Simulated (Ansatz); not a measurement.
Basis-set extrapolation for `C=CO[Si](Cl)(Cl)Cl` (PBE0-D4/def2-TZVP geometry, frozen core, Ansatz 0.2.0). Multiplicity 1, RHF reference.

```csv
,def2-TZVPP,def2-QZVPP
HF,-1820.078220,-1820.132619
MP2 correlation,-1.227114,-1.336321
CCSD(T) correlation,-1.345483,not run
```

Energies in hartree. Use E(X) = E(∞) + A·exp(−7.88·√X) for Hartree–Fock and E(X) = E(∞) + B·X^(−2.97) for correlation, with X = 3 and 4, and add CCSD(T) minus MP2 of the smaller set to the MP2 limit.

Q: What is the CCSD(T) energy at the basis-set limit?

A: HF limit: -1820.132619 + (-0.054399) × 0.13774 = -1820.14011. MP2 limit: -1.336321 + (-0.109207) × 0.74074 = -1.41721. Higher-order term: -1.345483 − (-1.227114) = -0.11837. Total: -1821.67569 hartree, 661.6 kJ/mol below CCSD(T)/def2-TZVPP.
